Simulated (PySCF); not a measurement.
```xyz
4
charge 1 multiplicity 1, angstrom
O     0.0000    0.0000   -0.6252
Y     0.0000    0.0000    1.5608
Y     2.0919    0.0000   -0.7257
Y    -2.0919    0.0000   -0.7257
```

These are results of B3LYP/[O def2-SVP, Y def2-SVP with ECP28], scalar-relativistic core potentials, density fitting, no spin–orbit coupling, PySCF, not measurements.

This geometry of Y₃O⁺ is a stationary point at this level.

What is the point group?

C2v.

Is it a minimum?

No: it has 1 imaginary mode, at 42i cm⁻¹ (b2).

List the harmonic modes with their infrared intensities.


```csv
symmetry,ω (cm⁻¹),IR (km/mol)
b2,42i,–
a1,133,0.3
b1,155,20.9
a1,228,0.0
a1,396,1.1
b2,546,20.5
```

Give the atomic charges and bond orders.


```tsv
atom	Mulliken	Löwdin	polar tensor	Mayer order to O1
O1	-0.63	-0.10	0.02	–
Y2	0.60	0.13	0.24	0.58
Y3,4	0.51	0.48	0.37	0.80
```
Other Mayer orders above 0.3: Y–Y 1.20 (×2).

In C2v the vibrations span 2b2 + 3a1 + b1. Here b1 is antisymmetric to the molecular plane and b2 lies in it.

Stability towards spin polarisation was not tested. Only a few start shapes were tried, so a lower isomer may exist. The small gap makes a closed-shell description doubtful.
